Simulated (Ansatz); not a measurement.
Geometry optimisation, RKS PBE/cc-pVDZ in Ansatz 0.2.0.

Input file:

```yaml
crystal:
  periodic: [false, false, false]
  atoms:
    - { symbol: B, position_ang: [0.183196, 0.013003, 0.000707] }
    - { symbol: Cl, position_ang: [-0.571795, 0.694223, 1.51111] }
    - { symbol: F, position_ang: [1.42611, 0.304858, -0.336714] }
    - { symbol: F, position_ang: [-0.635358, -0.594774, -0.916533] }
    - { symbol: O, position_ang: [0.260987, -2.335825, 1.097784] }
    - { symbol: Al, position_ang: [-0.840824, -2.864977, -0.204779] }
    - { symbol: H, position_ang: [-0.072535, -3.546134, -1.424335] }
    - { symbol: H, position_ang: [-2.422232, -2.857484, 0.045006] }
    - { symbol: H, position_ang: [-0.151149, -1.82559, 1.841955] }
basis:
  gaussian: { orbitals: cc-pVDZ }
hamiltonian:
  xc: pbe
relax:
  f_tol: 0.03
  max_steps: 50
```

Launched with:

```bash
$ ansatz run input.yaml --threads 2 --pin off --max-ram 3072MiB --backend cpu --events-out ev --progress --plain --runs-dir out
```

Where does it end, and by what steps?

It converged. After 9 steps the energy has fallen by 1.173 eV; O5 moved furthest, 0.56 Å. Joined: B1–O5 (2.59 → 1.53 Å), F4–Al6 (2.39 → 1.91 Å).

| step | energy less start (eV) | largest force component (eV/Å) | accepted |
| --- | --- | --- | --- |
| 0 | 0.0000 | 1.154 | yes |
| 1 | -0.1156 | 1.605 | yes |
| 2 | -0.3848 | 1.796 | yes |
| 3 | -0.6775 | 1.371 | yes |
| 4 | -0.9515 | 1.934 | yes |
| 5 | -1.0167 | 1.087 | yes |
| 6 | -1.1611 | 0.390 | yes |
| 7 | -1.1707 | 0.214 | yes |
| 8 | -1.1728 | 0.061 | yes |
| 9 | -1.1733 | 0.029 | yes |

```xyz
9
Properties=species:S:1:pos:R:3
B 0.217 -0.399 0.314
Cl -0.670 0.761 1.394
F 1.411 -0.002 -0.184
F -0.698 -0.779 -0.919
O 0.259 -1.807 0.906
Al -0.897 -2.616 -0.447
H -0.067 -3.496 -1.476
H -2.327 -2.896 0.193
H -0.053 -1.780 1.834
```

Whether the end is a true minimum wasn't checked by a vibrational analysis.

Run time: 33 s on 2 threads of Intel(R) Xeon(R) CPU @ 2.60GHz (Ice Lake), on a shared host, peak memory 0.2 GiB.
